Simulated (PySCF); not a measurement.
NbO2Br, SMILES [O]=[Nb]([Br])=[O], multiplicity 1. Atoms are numbered in the order given.

```xyz
4

Nb     0.8071    -0.2195     0.0000
O      1.5954     0.4269     1.3740
O      1.5954     0.4269    -1.3740
Br    -1.6748     0.0620     0.0000
```
Charge 0, spin multiplicity 1.

Geometry optimised at B3LYP-D3(BJ)/def2-SVP. The multiplicity is an assumed one; other spin states were not compared. The def2 effective core potentials stand for the cores of Nb; spin–orbit coupling is left out.

Method: PBE/def2-TZVPD (PySCF).

Symmetry labels are those of the subgroup Cs that the program uses (full group Cs).

Computed valence orbital energies around the gap with their symmetry:
```csv
orbital,symmetry,energy (eV)
HOMO−7,A",-9.62
HOMO−6,A",-9.39
HOMO−5,A',-9.28
HOMO−4,A',-8.68
HOMO−3,A',-8.35
HOMO−2,A',-7.59
HOMO−1,A",-7.49
HOMO,A",-7.26
LUMO,A',-4.73
LUMO+1,A',-3.48
LUMO+2,A",-2.53
LUMO+3,A',-1.48
```
